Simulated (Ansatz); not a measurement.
Input for Ansatz (an electronic-structure program): R-wB97X-V/def2-TZVPP on F2GaHO (SMILES [OH][Ga]([F])[F]), a point of a torsion scan.

Ansatz 0.2 input:
```yaml
crystal:
  periodic: [false, false, false]
  atoms:
    - {symbol: O, position_ang: [1.24847731, -0.33376308, -0.36340570]}
    - {symbol: Ga, position_ang: [-0.47604215, -0.29651509, -0.27567026]}
    - {symbol: F, position_ang: [-1.43265727, 0.60729968, -1.39741509]}
    - {symbol: F, position_ang: [-1.32908596, -1.13821334, 0.98243582]}
    - {symbol: H, position_ang: [1.75484687, -0.01841901, 0.38854272]}
basis:
  gaussian:
    orbitals: def2-TZVPP
hamiltonian:
  xc: {name: wB97X-V}
scf: {lower_state_search: off}
```

Output:

```
WARN ansatz: RAYON_NUM_THREADS=1 ignored (pool sized by the plan → 1); use --threads N
Functional definition: wB97X-V
these checks for a lower state are left out or cut short: stability, starts, cluster_reference, orbital_swaps, neighbouring_geometries, increment
integrals: 0.09 GiB planned
925 factors; their error is unknown
integrals: 0.12 GiB planned
184 factors; integrals over basis functions are off by at most 5.3e-6 eV
mean field: 0.78 GiB planned
mean field evaluation 1: about -59867.0134 eV, gradient 6.9e1 eV
mean field evaluation 2: about -59864.3367 eV, gradient 8.6e1 eV
mean field evaluation 4: about -59873.9085 eV, gradient 2.0e0 eV
mean field evaluation 8: about -59874.0531 eV, gradient 6.4e-2 eV
mean field evaluation 16: about -59874.0531 eV, gradient 9.6e-6 eV
mean field -59874.05308436 eV, -2200.3308667594 hartree, gradient 9.6e-6 eV, S^2 0.000000; 0 other end points of the search recorded, 0 dependent functions left out
reference -59874.05308269 eV, -2200.3308666981 hartree; 29, 29 occupied and 126, 126 virtual orbitals, 925 factors
Total energy: -59874.05308269 eV, -2200.3308666981 hartree
Checks for a lower state left out: stability, starts, cluster_reference, orbital_swaps, neighbouring_geometries, increment
```

The run converged.

Cost: around 2.8 core-seconds (rough).
